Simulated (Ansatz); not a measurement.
Cs7⁻, relaxed as a singlet with RKS B3LYP/def2-SVPD in Ansatz, starting from the GFN1-xTB geometry. Force threshold 0.02 eV/Å.

In the def2 sets Cs takes a core potential; there is no spin–orbit coupling. The restricted singlet is unstable towards broken spin symmetry in Hartree–Fock (as tested in another run); at B3LYP/def2-SVPD this wasn't settled. Another isomer (singlet) lies 0.34 eV lower at PBE0/def2-TZVPD; other spin states weren't run for this one.

Start:

```xyz
7

Cs    4.925   -1.869    1.033
Cs   -2.098   -0.217   -0.735
Cs    0.126   -0.973    0.096
Cs   -0.122    0.766   -1.071
Cs   -3.947    1.155   -0.367
Cs    1.948    2.374    1.024
Cs   -0.831   -1.235    0.019
```

```tsv
step	energy (eV)	largest force component (eV/Å)	SCF passes
1	-3384.4956	624.512	86
2	-3625.6390	261.706	122
3	-3728.7584	118.762	54
4	-3774.5484	61.366	67
5	-3798.4445	32.154	66
6	-3812.6503	15.953	55
7	-3821.6252	9.246	75
8	-3827.1899	6.349	59
9	-3830.6190	4.152	60
10	-3832.9045	2.905	62
11	-3834.5856	2.237	47
13	-3837.1170	1.535	87
15	-3838.9057	0.718	39
17	-3839.8789	0.346	33
19	-3840.2890	0.154	32
21	-3840.4782	0.094	33
23	-3840.5881	0.050	31
25	-3840.6570	0.043	30
27	-3840.7090	0.037	30
29	-3840.7507	0.028	29
31	-3840.7828	0.017	30
33	-3840.8027	0.010	30
34	-3840.8078	0.007	30
```

Force components are those of the run's own axes.

End:

```xyz
7

Cs    6.9420   -1.9175    2.0916
Cs   -3.7129   -0.6516   -0.8225
Cs    1.9401   -2.0959    0.6957
Cs   -0.5976    3.8472   -1.2078
Cs   -6.5145    3.5359   -1.4942
Cs    4.0080    2.7414    0.3764
Cs   -2.0651   -5.4594    0.3607
```

Bonds lost: Cs2–Cs6, Cs3–Cs4, Cs3–Cs5, Cs4–Cs7, Cs5–Cs7, Cs6–Cs7 (atoms count from 1). Metal–metal contacts that move far: Cs2–Cs3 2.49 to 6.03 Å, Cs4–Cs5 3.91 to 5.93 Å, Cs1–Cs6 5.18 to 5.77 Å.

The force fell under the threshold at step 31, but the optimiser went on and released 0.025 eV more. No frequencies were taken in this run, so the end may be a saddle point.

Hardware: 4 threads of Arm Neoverse V1 on a shared host. Wall time 7.7 min, peak host memory 0.78 GiB.
